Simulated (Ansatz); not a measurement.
Basis-set extrapolation for `C=CN(CC)C(C)(C)C` (PBE0-D4/def2-TZVP geometry, frozen core, Ansatz). Multiplicity 1, RHF reference.

```json
{"": "HF", "def2-TZVPP": "-367.389589", "def2-QZVPP": "-367.406728"}
{"": "MP2 correlation", "def2-TZVPP": "-1.606329", "def2-QZVPP": "-1.706493"}
{"": "CCSD(T) correlation", "def2-TZVPP": "-1.759817", "def2-QZVPP": "not run"}
```

Energies in hartree. Use E(X) = E(∞) + A·exp(−7.88·√X) for Hartree–Fock and E(X) = E(∞) + B·X^(−2.97) for correlation, with X = 3 and 4, and add CCSD(T) minus MP2 of the smaller set to the MP2 limit.

Task: What is the CCSD(T) energy at the basis-set limit?

Result: HF limit: -367.406728 + (-0.017139) × 0.13774 = -367.40909. MP2 limit: -1.706493 + (-0.100164) × 0.74074 = -1.78069. Higher-order term: -1.759817 − (-1.606329) = -0.15349. Total: -369.34327 hartree, 509.0 kJ/mol below CCSD(T)/def2-TZVPP.
